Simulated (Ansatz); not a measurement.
A geometry relaxed with B3LYP-D3(BJ)/def2-TZVP (Ansatz, a first-principles code), charge 0, multiplicity 2:

```xyz
8

H     -1.2831    -0.6803     1.3876
C     -1.4003    -0.0658     0.4897
H     -2.3111     0.5238     0.5961
N      1.7661     0.1648     0.0655
H     -1.5249    -0.7384    -0.3646
H      2.6671     0.5970    -0.0686
Al     0.2205     1.0394     0.2313
H      1.8657    -0.8406     0.0952
```

Question: Write the SMILES of this molecule.

Answer: `[CH3][Al][NH2]`
